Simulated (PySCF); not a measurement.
Working out the ionisation energy of Co

Co [Ar] 3d7 4s2 (4F) → Co⁺ [Ar] 3d8 (3F). Calculation: PySCF 2.14, in def2-QZVPPD (11s6p5d4f2g, 100 functions); no relativity, point nucleus. Frozen: [Ar]. Energies in hartree (1 hartree = 27.21139 eV):

```csv
part,Co (lower),Co⁺ (upper)
UHF,-1381.426277,-1381.137782
CCSD correlation,-0.260120,-0.269695
(T),-0.009551,-0.010008
```

Task: What does Hartree-Fock give?

Result: (-1381.137782) − (-1381.426277) = 0.288495 hartree = 7.850 eV.

Task: What do CCSD and CCSD(T) give?

Result: The CCSD correlation energies differ by -0.009575 hartree = -0.261 eV and the triples by -0.000457 hartree = -0.012 eV, so CCSD gives 7.589 eV and CCSD(T) 7.577 eV.

Measured between the centres of the two terms (NIST): 7.869 eV, so CCSD(T) (valence) is off by -0.292 eV.

The calculation is non-relativistic.

What remains against the reference includes basis incompleteness, the frozen core and higher excitations.
